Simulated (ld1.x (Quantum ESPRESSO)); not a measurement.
cobalt: one change to an RRKJ potential, before and after

ld1.x (Quantum ESPRESSO) 7.5 input, shortened:

```
&input
   title='Co', zed=27., rel=1, dft='REVPBE', iswitch=3,
   config='[Ar] 3d7 4s2 4p0'
 /
 &inputp
   pseudotype=2, tm=.false., lloc=0,
   nlcc=.true., rcore=1.00
 /
3
4P  2  1   0.00   0.00  2.40  2.40  0.0
3D  3  2   7.00   0.00  1.75  1.75  0.0
4S  1  0   2.00   0.00  2.00  2.00  0.0
 &test
   configts(1)='3d7 4s2 4p0'
 /
```

Change: wave 3d (bound): rc 1.75 bohr becomes 3d (bound): rc 1.96 bohr.

Cutoffs: the cutoffs (Ry, on a coarse ladder) from which the occupation-weighted sum of valence levels, in a spherical-Bessel basis at the reference potential, stays within 10 and 1 mRy of its value at 400 Ry; they do not see the model core or the augmentation charge, which bear on the density cutoff. Errors are all-electron minus pseudo energies relative to the spin-unpolarised reference configuration.

Predict the effect on cutoff, ghosts and configuration errors.

The potential gets softer (60 Ry and 90 Ry → 50 Ry and 70 Ry); of the 7 tests that both files solve, the error grows in 3 and shrinks in 2 by more than 15 % and 0.3 meV (median size 8.5 → 12.3 meV); neither file shows a bound ghost. A larger radius leaves more room for a smooth pseudo-wave, so fewer plane waves are needed.

```csv
quantity,base,changed
"cutoff, loose",60 Ry,50 Ry
"cutoff, tight",90 Ry,70 Ry
loose cutoff by channel (10 mRy a level),"d 55 Ry, s 8 Ry","d 40 Ry, s 8 Ry"
bound ghosts,none,none
"error for 3d7 4s1 4p0, meV [ΔE 8.93 eV]",-3.7,-3.6
"error for 3d7 4s0 4p0, meV [ΔE 25.55 eV]",-30,-43
"error for 3d6 4s0 4p0, meV [ΔE 61.31 eV]",-346,-282
"error for 3d6 4s2 4p0, meV [ΔE 15.12 eV]",-157,+15
"error for 3d7 4s1 4p1, meV [ΔE 4.33 eV]",-1.8,-2.4
"error for 3d7 4s0 4p2, meV [ΔE 8.91 eV]",-8.5,-12
"error for 3d7 4s1.5 4p0, meV [ΔE 3.56 eV]",-0.8,-0.6
s: phases at 2.61 bohr within 0.05 rad from the reference energy up to (Ry; the scan ends near 5),2.8,2.8
p: phases at 2.61 bohr within 0.05 rad from the reference energy up to (Ry; the scan ends near 5),to the end of the scan,to the end of the scan
d: phases at 2.61 bohr within 0.05 rad from the reference energy up to (Ry; the scan ends near 5),0.5,0.4
```
